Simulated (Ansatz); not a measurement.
Geometry optimisation, Ansatz, UKS B3LYP/STO-3G.

The input (input.yaml):

```yaml
crystal:
  periodic: [false, false, false]
  atoms:
    - { symbol: O, position_ang: [-1.1782, -1.1833, -0.8314] }
    - { symbol: C, position_ang: [-0.6406, -0.7895, 0.3657] }
    - { symbol: O, position_ang: [0.3792, -1.6464, 0.6471] }
    - { symbol: F, position_ang: [-1.4899, -1.0097, 1.3164] }
    - { symbol: "N", position_ang: [-0.2942, 0.575, 0.4105] }
    - { symbol: Si, position_ang: [0.9748, 1.3663, -0.3549] }
    - { symbol: H, position_ang: [-0.4875, -0.9951, -1.4779] }
    - { symbol: H, position_ang: [0.0386, -2.1895, 1.3328] }
    - { symbol: H, position_ang: [-1.1584, 1.0996, 0.3157] }
    - { symbol: H, position_ang: [0.8078, 2.8072, -0.1306] }
    - { symbol: H, position_ang: [0.8411, 1.02, -1.7698] }
    - { symbol: H, position_ang: [2.2844, 0.8901, 0.2103] }
magnetization:
  spin_polarized: true
basis:
  gaussian: { orbitals: STO-3G }
hamiltonian:
  xc: b3lyp
relax:
  f_tol: 0.02
  max_steps: 40
```

Command:

```bash
$ ansatz run input.yaml --threads 1 --pin off --max-ram 2048MiB --backend cpu --events-out ev --progress --plain --runs-dir out
```

Task: Where does it end, and by what steps?

Result: It converged. The force dipped under the threshold on the way, but the program's further checks kept it going. Limits of this set-up: minimal basis. After 29 steps the energy has fallen by 2.182 eV; H8 moved furthest, 1.30 Å.

| step | energy less start (eV) | largest force component (eV/Å) | accepted |
| --- | --- | --- | --- |
| 0 | 0.0000 | 7.683 | yes |
| 2 | -1.9158 | 0.356 | yes |
| 4 | -1.9724 | 0.687 | yes |
| 6 | -2.0432 | 0.230 | yes |
| 8 | -2.0701 | 0.303 | yes |
| 10 | -2.0826 | 0.590 | yes |
| 12 | -2.1072 | 0.219 | yes |
| 14 | -2.1272 | 0.645 | yes |
| 16 | -2.1647 | 0.263 | yes |
| 18 | -2.1694 | 0.085 | yes |
| 20 | -2.1715 | 0.255 | yes |
| 22 | -2.1771 | 0.286 | yes |
| 24 | -2.1791 | 0.073 | yes |
| 26 | -2.1727 | 0.435 | no |
| 28 | -2.1822 | 0.026 | yes |
| 29 | -2.1823 | 0.018 | yes |

```xyz
12
Properties=species:S:1:pos:R:3
O -1.406 -1.638 -0.559
C -0.693 -0.761 0.381
O 0.683 -1.254 0.545
F -1.372 -0.814 1.611
N -0.583 0.638 -0.137
Si 1.085 1.264 -0.220
H -1.568 -0.981 -1.329
H 0.607 -2.201 0.158
H -1.242 1.247 0.408
H 0.933 2.652 -0.594
H 1.815 0.574 -1.257
H 1.818 1.218 1.028
```

Whether the end is a true minimum wasn't checked by a vibrational analysis.

Time of the run: 2.3 min on 1 thread of AMD EPYC 7R43 64-Core Processor (Zen 3), with other jobs on the host, peak memory 0.22 GiB.
